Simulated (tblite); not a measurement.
C5H12Si3.
Geometry (GFN2-xTB, Å), atoms numbered from 1 in this order:
```xyz
20
C5H12Si3 angstrom
C     -2.7300    1.9464    0.3576
C     -1.8458    1.1386    0.2827
C     -0.7894    0.1682    0.1982
Si    -1.1100   -0.8987   -1.3580
Si    -0.8549   -0.8835    1.7959
Si     0.8620    1.1362    0.0484
C      2.2931   -0.0837    0.0270
C      2.9550   -0.4505   -1.0583
H     -3.5025    2.6524    0.4221
H     -0.0568   -1.9096   -1.4812
H     -2.4154   -1.5541   -1.2435
H     -1.1149   -0.0381   -2.5445
H     -0.5894   -0.0296    2.9574
H      0.1500   -1.9476    1.7215
H     -2.1858   -1.4776    1.9410
H      1.0042    2.0344    1.2038
H      0.8588    1.9366   -1.1829
H      2.5857   -0.5186    0.9753
H      3.7680   -1.1615   -1.0362
H      2.7129   -0.0492   -2.0292
```

All values are computed: GFN2-xTB (tblite) harmonic vibrations without scaling, gas phase. Against measured fundamentals such values can be off by several per cent, at times by over 20. Modes of hydrogen on silicon can be 10 to 20 % off. One conformer, not necessarily the lowest.

Harmonic wavenumbers (cm⁻¹): 26.0, 39.5, 97.1, 113.7, 126.4, 140.3, 146.5, 164.7, 167.3, 215.1, 284.4, 368.7, 372.0, 417.5, 469.2, 490.4, 509.1, 525.9, 527.5, 551.8, 567.7, 613.8, 615.8, 688.0, 735.6, 771.4, 775.1, 779.7, 787.5, 789.5, 801.8, 808.1, 854.1, 863.2, 919.1, 1007.6, 1028.7, 1061.6, 1275.6, 1422.5, 1672.2, 2198.0, 2221.1, 2234.6, 2238.2, 2244.6, 2250.9, 2254.3, 2254.9, 2261.5, 3027.8, 3068.1, 3099.7, 3395.6.

A = 1465, B = 818.4, C = 805.4 MHz; mass 156.025 u (most abundant isotopes); point group C1, symmetry number 1.

**Question.** What is the zero-point energy?

**Answer.** ½Σν̃ = 28670 cm⁻¹ = 81.97 kcal/mol.

**Question.** Entropy at 273.15 K, 1 bar (ideal gas, RRHO, classical rotation)?

**Answer.** Translation 40.64, rotation 29.93, vibration 42.36: S = 112.9 cal/(mol K).

**Question.** And Cp and H(273.15 K) − H(0)?

**Answer.** Cp = 49.96 cal/(mol K), of which vibrations give 42.02 (their classical limit is 54 R = 107.3); H(273.15 K) − H(0) = 8.13 kcal/mol without the zero-point energy, 5.96 from vibrations.

**Question.** Which modes carry the vibrational entropy at 273.15 K?

**Answer.** 26.0 cm⁻¹: 5.94; 39.5 cm⁻¹: 5.11; 97.1 cm⁻¹: 3.34; 113.7 cm⁻¹: 3.04; 126.4 cm⁻¹: 2.83; 140.3 cm⁻¹: 2.63 cal/(mol K); the other 48 give 19.47 together.

**Question.** Blend soft modes into free rotors: weight 1/[1 + (100 cm⁻¹/ν̃)⁴] for the oscillator and the rest for a rotor with moment μB/(μ + B), μ = h/(8π²ν), B = 10⁻⁴⁴ kg m². What vibrational entropy results?

**Answer.** 38.58 cal/(mol K) in place of 42.36, which changes −T·S at 273.15 K by +1.03 kcal/mol.

Hindered rotation and anharmonicity are outside this model. Other conformers, if any are populated, would add a mixing term that is left out. The structure is chiral; the term R ln 2 for an equal mix with its mirror image is left out.

Time: 1.9 s. Hardware: an Arm Neoverse N1 with one thread, shared host. The figure is for the frequency step alone.
